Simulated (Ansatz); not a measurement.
Ansatz (a program for electronic structure) input (PBE0/def2-QZVPP):
A basis named .json is the Basis Set Exchange file of that set.

Ansatz 0.2 input:
```yaml
crystal:
  periodic: [false, false, false]
  atoms:
    - {symbol: Si, position_ang: [-1.17133653, -0.17343155, 0.34627255]}
    - {symbol: Cl, position_ang: [1.28157539, 0.16849737, -0.30085775]}
    - {symbol: H, position_ang: [-1.40914827, -1.12243005, -0.78894705]}
    - {symbol: H, position_ang: [-1.56461609, 1.18064801, -0.16134527]}
    - {symbol: H, position_ang: [-2.41430589, -0.49463146, 1.21705835]}
basis:
  gaussian:
    orbitals: def2-QZVPP.json
hamiltonian:
  xc: {name: PBE0}
total_charge: -1
magnetization: {spin_polarized: true, initial_magnetization: 1}
```

Output:

```
Functional definition: PBE0
integrals: 0.12 GiB planned
937 factors; their error is unknown
mean field: 1.37 GiB planned
mean field evaluation 1: about -20442.5571 eV, gradient 1.3e1 eV
mean field evaluation 2: about -20442.7018 eV, gradient 1.3e1 eV
mean field evaluation 4: about -20443.6046 eV, gradient 5.4e-1 eV
mean field evaluation 8: about -20443.6265 eV, gradient 1.5e-1 eV
mean field evaluation 16: about -20443.6266 eV, gradient 5.4e-5 eV
mean field -20443.62662501 eV, -751.2894212813 hartree, gradient 5.4e-5 eV, S^2 0.754293; 0 other end points of the search recorded, 0 dependent functions left out
reference -20443.62665774 eV, -751.2894224842 hartree; 18, 17 occupied and 212, 213 virtual orbitals, 937 factors
Total energy: -20443.62665774 eV, -751.2894224842 hartree
```
